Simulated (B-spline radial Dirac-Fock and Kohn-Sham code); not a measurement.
Pr⁺ 3d3/2: cross section and angular parameters

System: praseodymium as Pr⁺, configuration 1s2 2s2 2p6 3s2 3p6 3d10 4s2 4p6 4d10 4f3 5s2 5p6 6s1; threshold 961.8 eV (orbital energy of the model). Level of theory: Dirac-Hartree-Slater photoionisation with a Latter tail; cross sections with all multipoles, angular parameters from the dipole term and its interference with E2; an atomic code on a B-spline grid.

For linearly polarised light dσ/dΩ = σ/(4π) [1 + β P₂(cos θ) + (δ + γ cos²θ) sin θ cos φ], with θ from the polarisation vector and φ the angle between the beam and the projection of the electron momentum on the plane normal to the polarisation.

| hν (eV) | σ (kb) | β | γ | δ |
| --- | --- | --- | --- | --- |
| 1253.6 | 474 | 0.730 | -0.129 | 0.002 |
| 1260 | 469 | 0.739 | -0.129 | 0.003 |
| 1560 | ? | ? | ? | ? |
| 1590 | 261 | 1.038 | -0.071 | 0.029 |
| 2000 | 140 | 1.182 | 0.076 | 0.049 |
| 3140 | 36.9 | 1.252 | 0.480 | 0.082 |
| 4760 | 9.80 | 1.182 | 0.899 | 0.122 |
| 4950 | 8.61 | 1.172 | 0.939 | 0.127 |
| 5414.7 | 6.37 | 1.145 | 1.030 | 0.139 |
| 5450 | 6.24 | 1.143 | 1.036 | 0.140 |
| 6000 | 4.50 | 1.112 | 1.131 | 0.154 |
| 7520 | 2.06 | 1.031 | 1.347 | 0.193 |
| 8047.8 | 1.62 | 1.005 | 1.411 | 0.207 |
| 8520 | 1.32 | 0.983 | 1.464 | 0.219 |
| 8700 | 1.23 | 0.974 | 1.483 | 0.223 |
| 10700 | 0.580 | 0.890 | 1.665 | 0.275 |
| 11600 | 0.431 | 0.857 | 1.731 | 0.297 |
| 12000 | 0.380 | 0.843 | 1.758 | 0.308 |

Question: Give the values at 1560 eV.

Answer: σ = 274 kb, β = 1.020, γ = -0.080, δ = 0.027.

Values without a named source are computed, but for edge energies of neutral atoms, which are taken from tables.
